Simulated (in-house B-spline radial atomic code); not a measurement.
Configurations of the argon ion Ar⁶⁺, with energies counted from [Ne] 3s2. Method: scalar-relativistic (X2C) wB97X, spin-polarised, spherical fractional occupations, exact exchange averaged over the configuration, Fermi nucleus of rms radius 3.4274 fm. Calculated with a B-spline radial code for spherical atoms. Shells without spins written out take the highest spin.

Occupations are held fixed; configurations that lie above the ionisation limit could autoionise.

| configuration | E - E(ref) (eV) | highest orbital | its <r> (bohr) |
| --- | --- | --- | --- |
| [Ne] 3s1 4s1 | 62.781 | 4s up | 2.384 |
| [He] 2s2 2p5 3s2 4s1 | 307.66 | 4s up | 2.328 |
| [He] 2s1 2p6 3s2 3d1 | 345.62 | 3d up | 1.177 |
| [He] 2s1 2p6 3s2 4p1 | 380.16 | 4p up | 2.451 |
| [He] 2s1 2p6 3s2 4d1 | 388.4 | 4d up | 2.589 |

Task: Order these further configurations by energy, lowest first.
A. [He] 2s1 2p6 3s2 4f1
B. [He] 2s2 2p5 3s2 3d1
C. [Ne] 3s1 3p1
D. [He] 2s1 2p6 3s2 3p1
E. [He] 2s2 2p5 3s2 4p1

Result: C (13.561 eV), B (279.34 eV), E (313.76 eV), D (320.65 eV), A (393.11 eV).

Task: How far above the reference does [He] 2s2 2p5 3s2 3p1 lie?

Result: 253.99 eV; its least bound orbital is 3p up with <r> = 1.169 bohr.
